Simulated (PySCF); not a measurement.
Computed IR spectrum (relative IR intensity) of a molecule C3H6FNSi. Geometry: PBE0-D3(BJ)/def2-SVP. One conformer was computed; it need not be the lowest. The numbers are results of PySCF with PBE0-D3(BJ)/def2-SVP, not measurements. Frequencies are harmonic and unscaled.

Lines under 2 % of the strongest are left out, and lines within 2 cm⁻¹ are merged.

ν (cm⁻¹): 202 (w), 316 (w), 370 (s), 405 (w), 522 (m), 666 (m), 686 (w), 706 (w), 791 (m), 879 (w), 888 (s), 926 (m), 942 (vs), 982 (vw), 1084 (m), 1300 (s), 1325 (w), 1410 (w), 1467 (w), 1660 (m), 2270 (vs), 2997 (m), 3030 (w), 3182 (w), 3701 (m) (against the strongest line: vs over 80 %, s over 45 %, m over 15 %, w over 4 %, vw less)

### Question
Identify the compound among the candidates.
(A) F[Si@H]1C=CCN1
(B) C#CCN[SiH2]F
(C) N[C@@H]1C=C(F)[SiH2]1
(D) FC1=CCN1[SiH3]

### Answer
A, F[Si@H]1C=CCN1
